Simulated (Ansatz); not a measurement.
The cluster Ge3S6 (the lowest singlet isomer of a short search), 9 atoms. Hardware: 4 threads of Arm Neoverse V1 on a shared host.

How many basis functions does each of these Ansatz runs have, and roughly what does it cost? PBE0-D4/def2-SVP, charge 0 singlet, energy, from earlier orbitals; PBE-D4/def2-SVP, charge 0 singlet, energy, from earlier orbitals; CAM-B3LYP-D4/def2-TZVP, charge 0 singlet, energy, from earlier orbitals; PBE-D4/def2-TZVP, charge 1 doublet at the geometry of the charge 0 singlet, energy, from earlier orbitals; PBE0-D4/def2-TZVP, charge -1 doublet at the geometry of the charge 0 singlet, energy; PBE-D4/def2-TZVP, charge 0 singlet, energy, from earlier orbitals; r2SCAN-D4/def2-SVP, charge 0 singlet, relaxation, 8 steps; HF/STO-3G, charge 0 singlet, energy; r2SCAN-D4/def2-TZVP, charge 0 triplet at the geometry of the charge 0 singlet, energy, from earlier orbitals; r2SCAN-D4/def2-TZVP, charge 0 singlet, energy and forces, from earlier orbitals; PBE0-D4/def2-TZVP, charge 1 doublet at the geometry of the charge 0 singlet, energy; PBE-D4/def2-TZVP, charge -1 doublet at the geometry of the charge 0 singlet, energy, from earlier orbitals.

Other jobs shared the machine, so times can vary by a factor of up to 3. A dash marks memory too small to be measured apart from the calling script's.

| run | functions | fitting or Cholesky vectors | wall time | peak host memory (GiB) |
| --- | --- | --- | --- | --- |
| HF/STO-3G, charge 0 singlet, energy | 108 | 1128 | 1.9 s | – |
| PBE-D4/def2-SVP, charge 0 singlet, energy, from earlier orbitals | 204 | 2283 | 4.2 s | – |
| PBE0-D4/def2-SVP, charge 0 singlet, energy, from earlier orbitals | 204 | 1887 | 9.5 s | 0.78 |
| PBE-D4/def2-TZVP, charge 0 singlet, energy, from earlier orbitals | 366 | 2640 | 10 s | 1 |
| PBE-D4/def2-TZVP, charge 1 doublet at the geometry of the charge 0 singlet, energy, from earlier orbitals | 366 | 2640 | 21 s | 1.2 |
| r2SCAN-D4/def2-TZVP, charge 0 singlet, energy and forces, from earlier orbitals | 366 | 2640 | 28 s | 1.1 |
| CAM-B3LYP-D4/def2-TZVP, charge 0 singlet, energy, from earlier orbitals | 366 | 2310 | 34 s | 2.1 |
| r2SCAN-D4/def2-SVP, charge 0 singlet, relaxation, 8 steps | 204 | 2283 | 49 s | – |
| PBE0-D4/def2-TZVP, charge 1 doublet at the geometry of the charge 0 singlet, energy | 366 | 2310 | 64 s | 2.6 |
| PBE-D4/def2-TZVP, charge -1 doublet at the geometry of the charge 0 singlet, energy, from earlier orbitals | 366 | 2640 | 78 s | 2.3 |
| PBE0-D4/def2-TZVP, charge -1 doublet at the geometry of the charge 0 singlet, energy | 366 | 2310 | 2.7 min | 3.1 |
| r2SCAN-D4/def2-TZVP, charge 0 triplet at the geometry of the charge 0 singlet, energy, from earlier orbitals | 366 | 2640 | 7.5 min | 2.5 |
